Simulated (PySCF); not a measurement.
A made-up structure of GeSiH4O, singlet:

| atom | x (Å) | y (Å) | z (Å) |
| --- | --- | --- | --- |
| O1 | -1.6375 | -1.6153 | 1.1546 |
| Si2 | -0.7630 | -1.1560 | -0.0016 |
| Ge3 | 0.5280 | 0.8512 | 0.0290 |
| H4 | -2.0086 | -1.8986 | 2.0049 |
| H5 | 0.2014 | 1.6714 | -1.2295 |
| H6 | 0.2157 | 1.6566 | 1.2924 |
| H7 | 2.0177 | 0.4736 | -0.0114 |

It is relaxed with PBE-D4/def2-SVP and then PBE0-D4/def2-TZVP (PySCF 2.14 with density fitting (its default auxiliary sets; JK sets also for MP2 and CCSD(T))). Atoms count as bonded within 1.22 times the sum of their covalent radii (H–H: 0.88 Å). The end point is not checked to be a true minimum.

(1) Does its bonding change? (Judge from chemistry; the calculation decides.)

Answers

(1) The calculation gives: No: no bond forms or breaks.

Where it ends: The first stage lowers the energy by 1.18 eV in 15 steps. It ends as GeSiH₄O ([OH][Si][GeH3]):
```
7
angstrom
O -1.3604 -1.2360 1.5494
Si -0.7538 -1.3805 0.0114
Ge 0.4093 0.7873 -0.0001
H -1.8777 -1.9915 1.8436
H 0.1419 1.5478 -1.3182
H 0.0535 1.7239 1.1710
H 1.9363 0.5449 0.0400
```

Labels in which every atom is bracketed show which atoms are joined, not bond orders.

For scale, one of the runs: PBE0-D4/def2-TZVP relaxation, 140 basis functions, launched by `OMP_NUM_THREADS=2 python run.py`. The run took 55 s on 2 CPU threads of an Intel Xeon Platinum 8488C (shared host), with 1.3 GiB of host memory at its peak.
